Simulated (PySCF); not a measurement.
CH₁₀N₂Si₃, SMILES [SiH2]1C[SiH2]N[Si@H]1N.

Coordinates come from a PBE0-D3(BJ)/def2-SVP optimisation. The structure was generated by enumeration; whether it is a known compound was not checked. Other conformers were not sampled.

Calculation: PySCF with CAM-B3LYP/def2-TZVP.

Isolated molecule, no solvent.

Computed frontier levels, gap, dipole moment:
The highest occupied level is -8.47 eV. The lowest empty level is 1.04 eV. The orbital gap comes out as 9.51 eV and the dipole moment is 1.77 D. The quadrupole, principal values (traceless, Buckingham form, about the centre of nuclear charge) is -8.39, 0.24, 8.15 D·Å.
